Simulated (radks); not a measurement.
Question: Zn XIX, 12 electrons, occupied as [Ne] 3s2 (the NIST ground configuration). Method: scalar-relativistic Kohn-Sham, LB94 model potential, spin-unpolarised, spherical densities, finite nucleus; Fermi nuclear charge, rms radius 3.9283 fm; computed with a radial shooting solver on a logarithmic mesh with Libxc functionals. Some entries of the table are withheld. Estimate them.

orbital,occ.,eigenvalue (eV),<r> (bohr)
1s,2,-10327.69,0.05017
2s,2,(1),0.2229
2p,6,-1723.456,0.1946
3s,2,-699.5862,0.5616
3p,0,-654.5737,0.5488
3d,0,-593.8459,0.4940
4s,0,-368.1667,(2)
4f,0,(3),0.9245

Answer: 
(1) 2s eigenvalue (eV): -1872.001
(2) 4s <r> (bohr): 1.058
(3) 4f eigenvalue (eV): -312.7463
